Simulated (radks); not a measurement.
Values are calculated unless marked as measured or tabulated.
Species: Sm21+. Configuration: [Kr] 4d4 5p1 (not the ground configuration). Code: a radial shooting solver on a logarithmic mesh with Libxc functionals. Model: Dirac Kohn-Sham, HCTH/407, spin-unpolarised, spherical densities, finite nucleus; open shells fill j = l - 1/2 first; Fermi nuclear charge, rms radius 5.0819 fm. Some entries of the table are withheld. Estimate them.

orbital,occ.,eigenvalue (Ry),<r> (bohr),<1/r> (bohr^-1)
1s1/2,2,-3470.807,0.02275,68.77
2s1/2,2,-605.1255,0.09648,16.35
2p1/2,2,-576.2022,(1),16.34
2p3/2,4,-531.8911,(2),14.56
3s1/2,2,-166.6568,0.2532,(3)
3p1/2,2,-154.2415,0.2427,5.897
3p3/2,4,-145.1446,0.2551,5.451
3d3/2,4,-123.7038,0.2264,5.327
3d5/2,6,-121.7144,0.2303,5.216
4s1/2,2,-64.14549,(4),2.668
4p1/2,2,(5),0.5482,2.589
4p3/2,4,(6),0.5692,2.449
4d3/2,4,-48.48752,(7),2.307
4d5/2,0,-47.99791,(8),2.274
5p1/2,1,-30.64821,1.026,1.375
5p3/2,0,-29.78216,1.057,1.319

Answer. 
(1) 2p1/2 <r> (bohr): 0.08070
(2) 2p3/2 <r> (bohr): 0.08732
(3) 3s1/2 <1/r> (bohr^-1): 5.979
(4) 4s1/2 <r> (bohr): 0.5436
(5) 4p1/2 eigenvalue (Ry): -59.17270
(6) 4p3/2 eigenvalue (Ry): -56.76990
(7) 4d3/2 <r> (bohr): 0.5748
(8) 4d5/2 <r> (bohr): 0.5810
